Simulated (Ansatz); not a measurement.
Computed with Ansatz on PBE0-D4/def2-TZVP structures; ΔE is electronic, products minus reactants. CCSD(T)/CBS is the MP2 limit (def2-TZVPP, def2-QZVPP) plus CCSD(T) − MP2 in def2-TZVPP, frozen cores. This one scheme is used for every species. For Se outer-core shells are correlated without core-valence functions, which leaves a few kJ/mol of doubt a bond. Scalar relativity is left out up to krypton. One conformer a species, not always the lowest.

Reaction (substitution at a C–Al bond): `N=[C](N)[AlH][F]` + `[SiH3][SeH]` → `N=C(N)[Se][SiH3]` + `[F][AlH2]`

`N=[C](N)[AlH][F]`:

```xyz
9

N     1.045   -1.280    0.030
C     0.195   -0.351    0.268
N    -0.331   -0.240    1.526
Al   -0.409    0.834   -1.187
F     0.278    0.469   -2.641
H     1.325   -1.288   -0.947
H    -0.784    0.608    1.812
H     0.094   -0.799    2.252
H    -1.414    2.048   -1.113
```

`[SiH3][SeH]`:

Z-matrix (Å, degrees):
```
Si
Se 1 2.279
H 1 1.484 2 111.4
H 1 1.484 2 111.5 3 -122.1
H 1 1.483 2 104.9 3 119.0
H 2 1.469 1 93.0 3 60.4
```

`N=C(N)[Se][SiH3]`:

Cartesian coordinates in Å:
```
N -0.563 1.581 -0.233
C -0.434 0.752 0.709
N -0.150 1.134 1.982
Se -0.697 -1.193 0.614
Si 0.420 -1.445 -1.352
H -0.896 1.165 -1.095
H 0.308 0.478 2.589
H 0.073 2.110 2.103
H -0.247 -0.690 -2.444
H 0.359 -2.898 -1.644
H 1.828 -0.995 -1.230
```

`[F][AlH2]`:

```xyz
4

F    -0.897    0.952   -0.913
Al    0.031   -0.033    0.031
H     1.511   -0.291   -0.443
H    -0.645   -0.627    1.325
```

```tsv
level	ΔE (eV)
HF/def2-TZVPP	0.33
CCSD(T)/def2-TZVPP	0.21
```

Question: What does CCSD(T)/CBS give? (Estimate.)

Answer: Computed: +0.23 eV. The listed levels differ from it by 0.10, -0.02 eV.

Largest T1 diagnostic among the species: 0.014.

In def2-TZVPP, CCSD(T) changes the Hartree–Fock value by −0.12 eV (the triples alone add −0.04 eV) and MP2 by −0.19 eV. The D4 term adds −0.09 eV with B3LYP and −0.05 eV with PBE0; it sums over pairs of atoms, weighted by their polarisabilities, and B3LYP, whose exchange is more repulsive, gets the larger term.

B3LYP here is the variant with VWN-RPA as its local correlation; programs differ in this.
